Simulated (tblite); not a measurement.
Isomers of C7H9FOS. All values are computed: GFN2-xTB (tblite) harmonic vibrations without scaling, gas phase. The method is semi-empirical: single wavenumbers can be off by several per cent or more. One conformer each.

Electronic energies: GFN2-xTB at the same geometries; isomer energies are rough at this level and their order can be wrong.

```
                        SMILES  electronic energy, lowest = 0 (kcal/mol)
                CCc1scc(F)c1OC                                       0.0
C#C[C@@]1(C)C[S@@](=O)C[C@H]1F                                      38.0
       CC(=S)C1=C[C@@H](F)COC1                                      10.1
```

Problem. How do GFN2-xTB zero-point energies change the relative energies?

Solution. 
```tsv
SMILES	ZPE (kcal/mol)	of it from modes above 1550 cm⁻¹	electronic (kcal/mol)	with ZPE, lowest = 0 (kcal/mol)	lowest mode (cm⁻¹)	rings
CCc1scc(F)c1OC	90.4	41.2	0.0	0.0	22	1
CC(=S)C1=C[C@@H](F)COC1	90.7	40.6	10.1	10.4	38	1
C#C[C@@]1(C)C[S@@](=O)C[C@H]1F	89.3	42.7	38.0	36.9	61	1
```

The zero-point energies span 1.4 kcal/mol, from `C#C[C@@]1(C)C[S@@](=O)C[C@H]1F` to `CC(=S)C1=C[C@@H](F)COC1`. The order is unchanged.
